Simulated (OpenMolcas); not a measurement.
Pm3+ in Cs2NaYF6: curves along the breathing mode

Pm3+ with its 6 nearest fluoride ions, on the Y site of Cs2NaYF6 (a = 9.075 Å, distance in the model lattice 2.178 Å). The rest of the host is ab initio model potentials to 7.6 Å, with orthogonalisation functions on the cations behind the ligands, and point charges beyond; the distance is set by hand and nothing relaxes. Ligand basis ANO-RCC-VDZP.

| Item | Value |
| --- | --- |
| Program | OpenMolcas |
| Method | CASSCF |
| Basis | ANO-RCC-VDZP [7s6p4d2f1g] |
| Scalar Hamiltonian | DKH2, point nucleus |
| Active space | 4 electrons in 7 orbitals (4f) |
| State averaging | 2S+1 = 5 even, 35 roots (32 in the spin-orbit step); 2S+1 = 3 even, 117 roots kept (CI in the orbitals of an earlier block, 106 in the spin-orbit step); 2S+1 = 1 even, 75 roots kept (CI in the orbitals of an earlier block, 31 in the spin-orbit step) |
| Spin-orbit coupling | RASSI with atomic mean-field integrals over the reference wave functions |

Spin-free energies (labels of O, the rotations of Oh) in cm-1 above the lowest fitted minimum, as all ligands move together:

| R (Å) | 5T2 | 5A1 | 5T1 | 5E | 5T2(2) | 5A2 | 5A2(2) |
| --- | --- | --- | --- | --- | --- | --- | --- |
| 2.096 | 9450 | 9470 | 9620 | 10300 | 10550 | 10840 | 24310 |
| 2.146 | 3580 | 3610 | 3730 | 4310 | 4530 | 4780 | 18460 |
| 2.195 | 660 | 690 | 780 | 1290 | 1480 | 1700 | 15560 |
| 2.244 | 90 | 120 | 200 | 640 | 800 | 1000 | 15010 |
| 2.294 | 1590 | 1620 | 1680 | 2070 | 2210 | 2380 | 16530 |
| 2.343 | 4830 | 4850 | 4910 | 5240 | 5370 | 5520 | 19790 |
| 2.392 | 9620 | 9640 | 9690 | 9990 | 10100 | 10230 | 24600 |

Cubic fits give the following; the wavenumber is harmonic, with the mass of all moving ligands, small differences in it between states hang on the degree of the fit, a number in brackets counts states of one label, and the table is a selection of at most 14 states with clean curves.

```json
{"State": "5T2", "R0 (Å)": "2.233", "Breathing mode (cm-1)": "514", "Minimum (cm-1)": "0"}
{"State": "5A1", "R0 (Å)": "2.233", "Breathing mode (cm-1)": "514", "Minimum (cm-1)": "30"}
{"State": "5T1", "R0 (Å)": "2.233", "Breathing mode (cm-1)": "514", "Minimum (cm-1)": "110"}
{"State": "5E", "R0 (Å)": "2.234", "Breathing mode (cm-1)": "515", "Minimum (cm-1)": "560"}
{"State": "5T2(2)", "R0 (Å)": "2.235", "Breathing mode (cm-1)": "515", "Minimum (cm-1)": "730"}
{"State": "5A2", "R0 (Å)": "2.235", "Breathing mode (cm-1)": "515", "Minimum (cm-1)": "930"}
{"State": "5A2(2)", "R0 (Å)": "2.232", "Breathing mode (cm-1)": "514", "Minimum (cm-1)": "14920"}
{"State": "5T2(3)", "R0 (Å)": "2.233", "Breathing mode (cm-1)": "514", "Minimum (cm-1)": "15150"}
{"State": "5A1(2)", "R0 (Å)": "2.233", "Breathing mode (cm-1)": "514", "Minimum (cm-1)": "15270"}
{"State": "5T1(2)", "R0 (Å)": "2.234", "Breathing mode (cm-1)": "515", "Minimum (cm-1)": "15740"}
{"State": "3T1", "R0 (Å)": "2.232", "Breathing mode (cm-1)": "514", "Minimum (cm-1)": "18090"}
{"State": "3T2", "R0 (Å)": "2.233", "Breathing mode (cm-1)": "514", "Minimum (cm-1)": "18140"}
{"State": "3A2", "R0 (Å)": "2.233", "Breathing mode (cm-1)": "514", "Minimum (cm-1)": "18210"}
{"State": "3T1(2)", "R0 (Å)": "2.233", "Breathing mode (cm-1)": "514", "Minimum (cm-1)": "18290"}
```

For an f ion spin-orbit coupling outweighs the ligand field, so these spin-free curves are not those of observable levels.

High states are left out of the spin-orbit mixing, which shifts the levels that they would mix with. Without dynamic correlation the ligand-field splitting of an f shell can come out too small, at times by half. No measured value stands beside these numbers.
